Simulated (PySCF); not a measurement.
C3H10Si.
Numbering: `[CH3:1][CH2:2][SiH2:3][CH3:4]` (hydrogens: H5, H6, H7 on C1; H8, H9 on C2; H10, H11 on Si3; H12, H13, H14 on C4)

Method: PBE0-D3(BJ)/def2-SVP geometry optimisation, gas phase (PySCF); density fitting, grid level 1; the optimiser is geomeTRIC in internal coordinates, started from a GFN2-xTB structure with every atom displaced at random (about 0.01 Å).

Step 0: E = -11140.0933 eV
```
atom  x, y, z in Å  |  force x, y, z in eV/Å
C1     -2.1185   -0.2369    0.3403   -0.758   1.088  -0.540
C2     -0.7074   -0.6861    0.1431    0.549   0.184   0.380
Si3     0.5056    0.7567   -0.0775    1.250  -1.309   0.651
C4      2.3238    0.0732   -0.1895   -2.402  -0.324   0.448
H5     -2.8189   -1.0630    0.4429   -0.296  -0.355   0.121
H6     -2.4719    0.3772   -0.5230    0.067  -0.255   0.308
H7     -2.2125    0.4134    1.2215   -0.099  -0.031   0.147
H8     -0.6425   -1.3338   -0.7306    0.174  -0.341  -0.345
H9     -0.4160   -1.2871    1.0228    0.287  -0.026  -0.128
H10     0.4239    1.6642    1.0934   -0.114   0.219   0.179
H11     0.1888    1.5010   -1.2844   -0.235   0.459  -0.701
H12     2.5840   -0.4450    0.7319    0.097  -0.206   0.318
H13     2.3646   -0.6222   -1.0170    0.204  -0.419  -0.505
H14     2.9897    0.8732   -0.3418    1.275   1.315  -0.332
```

Problem. Estimate the geometry and energy of step 1. (The exact step hangs on the optimiser's Hessian estimate; all steps are aligned on step 0, rigid shifts and turns removed.)

Solution. E = -11140.2399 eV, largest force 0.424 eV/Å
```
atom  x, y, z in Å  |  force x, y, z in eV/Å
C1     -2.1641   -0.2167    0.2921    0.054  -0.066   0.039
C2     -0.7089   -0.6732    0.2246    0.041  -0.066  -0.034
Si3     0.5507    0.7188    0.0163    0.000   0.037  -0.422
C4      2.3073    0.0680   -0.2444    0.009   0.289   0.087
H5     -2.8562   -1.0688    0.3981    0.032   0.035   0.013
H6     -2.4540    0.3273   -0.6179   -0.033   0.054  -0.060
H7     -2.3375    0.4573    1.1452   -0.016   0.015   0.017
H8     -0.5666   -1.3725   -0.6203    0.000   0.013   0.045
H9     -0.4389   -1.2401    1.1328   -0.002  -0.029   0.002
H10     0.4577    1.6445    1.1926    0.107  -0.025   0.009
H11     0.1874    1.5170   -1.2099   -0.043  -0.016   0.127
H12     2.6348   -0.4925    0.6427    0.108  -0.075   0.016
H13     2.3691   -0.5983   -1.1243   -0.053   0.117   0.130
H14     3.0120    0.9142   -0.3950   -0.205  -0.285   0.030
```

The energy changes by -0.1466 eV. The first-order estimate −F·Δx gives -0.3539 eV and the mean of the old and new forces, exact on a quadratic surface, -0.1475 eV. The step makes an angle of 77° with the force vector and moves no atom by more than 0.153 Å.

The cost below is that of the whole optimisation. The run took 16 s of wall time on an Arm Neoverse V2 with one thread, shared host with 96 logical CPUs at a one-minute load of 24, and the process peaked at 0.46 GiB of memory.
